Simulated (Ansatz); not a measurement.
Consider the substitution at a C–Si bond: `C[Si](O)([SiH3])Cl` + `[CH3][Ge]([NH2])([OH])[F]` → `C[O][Ge]([CH3])([NH2])[F]` + `O[SiH]([SiH3])Cl`.

Computed with Ansatz on PBE0-D4/def2-TZVP structures; ΔE is electronic, products minus reactants. CCSD(T)/CBS adds triple-zeta CCSD(T) − MP2 to the extrapolated MP2 energy (def2 sets, frozen cores). DFT in def2-TZVPP. For Ge outer-core shells are correlated without core-valence functions, which leaves a few kJ/mol of doubt a bond. Scalar relativity is left out up to krypton. Each species was taken in one conformer, which may not be the lowest.

`C[Si](O)([SiH3])Cl`:

Z-matrix (Å, degrees):
```
C
Si 1 1.859
H 1 1.093 2 110.3
H 1 1.092 2 110.6 3 120.2
H 1 1.093 2 110.7 3 -120.2
O 2 1.642 1 112.3 3 59.5
Si 2 2.338 1 114.8 3 -62.1
Cl 2 2.077 1 106.4 3 178.8
H 6 0.959 2 118.4 1 62.6
H 7 1.488 2 110.5 1 62.4
H 7 1.485 2 110.2 1 -176.7
H 7 1.488 2 109.0 1 -56.8
```

`[CH3][Ge]([NH2])([OH])[F]`:

```xyz
11

C    -1.135    1.032   -0.353
Ge    0.400   -0.116   -0.151
N     0.784   -0.525    1.562
O     0.354   -1.615   -1.089
F     1.760    0.723   -0.854
H    -1.028    1.911    0.283
H    -2.045    0.496   -0.081
H    -1.210    1.356   -1.391
H     0.094   -0.303    2.261
H     1.196   -1.430    1.730
H     0.830   -1.528   -1.918
```

`C[O][Ge]([CH3])([NH2])[F]`:

```xyz
14

C    -0.149   -0.677    2.118
O     0.280   -1.064    0.831
Ge   -0.193   -0.118   -0.577
C     0.522    1.670   -0.656
N     0.268   -1.171   -1.970
F    -1.929    0.075   -0.427
H    -1.239   -0.605    2.182
H     0.283    0.284    2.423
H     0.190   -1.438    2.825
H     1.612    1.633   -0.651
H     0.184    2.164   -1.567
H     0.174    2.245    0.202
H    -0.028   -0.853   -2.882
H     0.027   -2.145   -1.852
```

`O[SiH]([SiH3])Cl`:

Z-matrix (Å, degrees):
```
Si
Si 1 2.335
Cl 1 2.068 2 108.6
O 1 1.639 2 107.4 3 -119.7
H 1 1.486 2 114.5 3 116.6
H 2 1.487 1 110.4 3 -179.5
H 2 1.485 1 109.5 3 59.7
H 2 1.487 1 108.6 3 -59.9
H 4 0.959 1 118.4 2 180.0
```

```tsv
species	PBE-D4 energy (Eh)
`C[Si](O)([SiH3])Cl`	-1156.30299
`[CH3][Ge]([NH2])([OH])[F]`	-2348.15715
`C[O][Ge]([CH3])([NH2])[F]`	-2387.41115
`O[SiH]([SiH3])Cl`	-1117.00874
```

Question: Work out ΔE.

Answer: ΔE = (-2387.41115) + (-1117.00874) − (-1156.30299) − (-2348.15715) = 0.04025 Eh = +1.10 eV. CCSD(T)/CBS gives +1.13 eV.

Largest T1 diagnostic among the species: 0.012.

The D4 term adds +0.03 eV with B3LYP and +0.02 eV with PBE0; it sums over pairs of atoms, weighted by their polarisabilities, and B3LYP, whose exchange is more repulsive, gets the larger term. In def2-TZVPP, CCSD(T) changes the Hartree–Fock value by +0.13 eV (the triples alone add +0.01 eV) and MP2 by +0.21 eV.

B3LYP here is the variant with VWN-RPA as its local correlation; programs differ in this.
